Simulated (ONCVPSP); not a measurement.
**Transferability test, ONCV potential for Ru**

| Quantity | Value |
| --- | --- |
| Element | Ru (Z = 44) |
| Generator | ONCVPSP 4.0.1 |
| Type | optimised norm-conserving Vanderbilt (ONCV) |
| Functional | PBEsol |
| Relativity | scalar-relativistic |
| Frozen core | [Ar] 3d10 |
| Valence charge | 16 |
| Reference configuration | 4s2 4p6 4d7 5s1 |
| Partial waves | 4s+5s: rc 1.50 bohr, ncon 5, nbas 8, qcut 8.3 1/bohr, 2 projectors; 4p: rc 1.25 bohr, ncon 4, nbas 8, qcut 6.2 1/bohr, 2 projectors, debl 3.9 Ha; 4d: rc 1.65 bohr, ncon 4, nbas 9, qcut 10.9 1/bohr, 2 projectors, debl 2.3 Ha |
| Local potential | polynomial inside 0.85 bohr (lpopt 1, dvloc0 3 Ha) |
| Core correction | Teter function, fcfact 2.25, rcfact 1.5 |

Energies are relative to the spin-unpolarised reference configuration 4s2 4p6 4d7 5s1; without spin polarisation the order of configurations can differ from experiment.

```
valence configuration  charge  ΔE all-electron (eV)  error AE − PS (meV)
      4s2 4p6 4d7 5s0      +1                 7.300                 -1.5
      4s2 4p6 4d5 5s0      +3                56.094                 -2.3
```

**Question.** What are ΔE and the potential's error for 4s2 4p6 4d6 5s0?

**Answer.** ΔE = 25.484 eV all-electron; the error (AE − PS) is -1.9 meV.

**Question.** What are ΔE and the potential's error for 4s2 4p6 4d6 5s1?

**Answer.** ΔE = 10.130 eV all-electron; the error (AE − PS) is +0.1 meV.
